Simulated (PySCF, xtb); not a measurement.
CH10O2Si3, SMILES O[Si@@H](CO)[SiH2][SiH3].

GFN2-xTB in xtb 6.7.1 at its own geometry gives an orbital gap of 3.88 eV and a dipole moment of 3.22 D.

Coordinates come from a B3LYP-D3(BJ)/def2-SVP optimisation. The structure was generated by enumeration; whether it is a known compound was not checked. The values are those of a single conformer.

Problem. What does M06-2X/def2-TZVP run with PySCF give? (Estimate from the structure and the level; the computed values follow.)

Solution. gap 9.06 eV (levels -8.47 and 0.59 eV), dipole 3.40 D.
